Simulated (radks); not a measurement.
Q: These are the eigenvalues of the occupied orbitals of an atom or ion with whole-number occupations (eV). Method: Dirac Kohn-Sham, LB94 model potential, spin-unpolarised, spherical densities, finite nucleus; Fermi nuclear charge, rms radius of each element as measured or else 0.836 A^(1/3) + 0.57 fm; computed with a radial shooting solver on a logarithmic mesh with Libxc functionals.

orbital  eigenvalue
1s1/2     -84827.44
2s1/2     -18147.81
2p1/2     -17604.33
2p3/2     -15735.95
3s1/2     -6843.251
3p1/2     -6620.516
3p3/2     -6159.424
3d3/2     -5826.188

Which element is it, and in what charge state? The configuration may be excited. Open shells, if any, fill j = l - 1/2 first.

A: Z = 79, gold, charge +57: Au57+ in [Ar] 3d4. The list shows which subshells hold electrons but not how many an open one holds; the 1s level, -3117.4 hartree, gives Z - s = 79.0 by -(Z - s)^2/2, which with screening and relativity narrows Z to a few neighbours, and the depths of the outer levels then fix element, charge and occupations together.
